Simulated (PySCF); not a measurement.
```xyz
6
charge -1 multiplicity 1, angstrom
Os    0.0000    0.0000   -0.0098
H     0.0000    0.0000    1.6372
H     0.0000    0.0000   -1.8034
H     1.4361    0.0000    0.6787
H    -0.7180    1.2437    0.6787
H    -0.7180   -1.2437    0.6787
```

Computed with PBE0 in PySCF with Os def2-TZVPD with ECP60, H def2-TZVPD; scalar-relativistic core potentials, no spin–orbit coupling; density-fitted integrals.

This geometry of [OsH5]- is a stationary point at this level.

Question: What is the point group?

Answer: C3v.

Question: Is it a minimum?

Answer: Yes: all harmonic wavenumbers are real.

Question: Which band is strongest in the infrared?

Answer: 1538 cm⁻¹ (a1), 826 km/mol.

Question: What are the dipole moment and the gap between the highest occupied and lowest empty levels?

Answer: 0.32 D about the centre of mass and 3.62 eV.

Stability towards spin polarisation was not tested. Other isomers or separated fragments may lie lower. The lowest empty level of this anion is unbound, so it and the gap depend on the basis. With an element this heavy the missing spin–orbit coupling can shift these numbers.
